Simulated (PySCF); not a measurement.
## Relaxation of singlet TiSCl2

Method: PBE0/[Ti def2-TZVP, S def2-TZVP, Cl def2-TZVP], no relativity, density fitting, PySCF. A (50,194) grid was used.

A hand-made T-shaped (ligand arrangement 1) start, of Cs symmetry, held to at least that symmetry:

```xyz
4
charge 0 multiplicity 1, angstrom
Ti   -0.0981    0.0000   -0.5832
S    -2.2068    0.0000   -0.5096
Cl   -0.0981    0.0000    1.7668
Cl    2.2505    0.0000   -0.5012
```

Question: What forces act on the atoms at the start (eV/Å)?

Answer: 
```tsv
atom	Fx	Fy	Fz
Ti1	-0.60	0.00	3.40
S2	1.28	0.00	-1.14
Cl3	0.21	0.00	-1.46
Cl4	-0.89	0.00	-0.81
```

Question: What does it relax to?

Answer: It ends at C2v with Ti–Cl 2.200 Å (×2), Ti–S 2.042 Å; Cl–Ti–Cl 126.5°, Cl–Ti–S 116.7° (×2) (after a last refinement on a finer grid). The frequency run here used a shortcut that can spoil soft modes, so no verdict on minimum or saddle point is given.

Question: How much energy is released, and in how many steps?

Answer: 173.2 kJ/mol in 12 steps.
